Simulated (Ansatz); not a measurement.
`C[CH2][InH][SH]` + H–F → `C[CH2][InH][F]` + H₂S at 700 K and 1 bar (ligand exchange at the In–S bond).

Isolated molecules relaxed with PBE0-D4/def2-TZVP in Ansatz; ΔE leaves out vibrations. CCSD(T)/CBS is the MP2 limit (def2-TZVPP, def2-QZVPP) plus CCSD(T) − MP2 in def2-TZVPP, frozen cores. This one scheme is used for every species. Elements past krypton have def2 core potentials. For In outer-core shells are correlated without core-valence functions, which leaves a few kJ/mol of doubt a bond. Each species was taken in one conformer, which may not be the lowest.

```
          species  CCSD(T)/CBS energy (Eh)  H − E (kJ/mol)  S (J/(mol·K))
`C[CH2][InH][SH]`               -667.92823           290.0          486.5
              H–F               -100.39570            45.2          198.5
 `C[CH2][InH][F]`               -369.34165           261.9          464.2
              H₂S               -398.97279            64.8          236.9
```

H − E and S are ideal-gas, rigid-rotor, harmonic terms from PBE0-D4/def2-TZVP, for one conformer and one mirror image of each species. 1 Eh = 2625.50 kJ/mol, R = 8.31446 J/(mol·K).

**Question.** By hand: ΔE, ΔH, ΔS and ΔG.

**Answer.** ΔE = (-369.34165) + (-398.97279) − (-667.92823) − (-100.39570) = 0.00949 Eh = 24.9 kJ/mol. Δ(H − E) = 261.9 + 64.8 − 290.0 − 45.2 = -8.5, so ΔH = 16.4 kJ/mol. ΔS = 464.2 + 236.9 − 486.5 − 198.5 = 16.1 J/(mol·K). ΔG = 16.4 − 700 × (16.1)/1000 = 5.1 kJ/mol.

**Question.** By hand: the equilibrium constant, and the temperature at which ΔG would vanish if ΔH and ΔS stayed fixed.

**Answer.** log₁₀ K = −ΔG/(RT ln 10) = -0.4. ΔG = 0 at ΔH/ΔS = 1019 K, though so small a ΔS makes that figure unsure.

TΔS isn't small against ΔH here. The sign of ΔG lies within the doubt. A doubt of 5 kJ/mol in ΔE shifts log₁₀ K by 0.4 here. Other conformers and mirror images would add mixing entropy, several J/(mol·K) or more a flexible species. Modes under 60 cm⁻¹, often nearly free rotors, make the harmonic entropy too high. These are equilibria of isolated gas molecules and say nothing of rates. Largest T1 diagnostic: 0.014 (customary marks: 0.02 for closed shells, 0.045 for open ones).
